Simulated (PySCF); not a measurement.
I3Sc, SMILES [I][Sc-]([I])[I] (connectivity only; charge and spin as stated), charge -1, multiplicity 2.

Geometry optimised at B3LYP-D3(BJ)/def2-SVPD. The multiplicity is an assumed one; other spin states were not compared. The def2 effective core potentials stand for the cores of I; spin–orbit coupling is left out.

All values below come from PBE0/def2-SVPD run with PySCF.

The molecule is in vacuum.

Computed frontier levels, dipole moment and polarisability:
```yaml
"α spin, highest occupied and lowest empty level": -1.26 and 2.38 eV
"β spin, highest occupied and lowest empty level": -3.62 and 2.25 eV
dipole_moment_about_the_centre_of_nuclear_charge: 0.00 D
mean_static_polarisability: 168.2 bohr³ (24.93 Å³)
polarisability_principal_values: 143.9, 180.4, 180.4 bohr³
"⟨S²⟩": 0.753 (pure state 0.75)
```
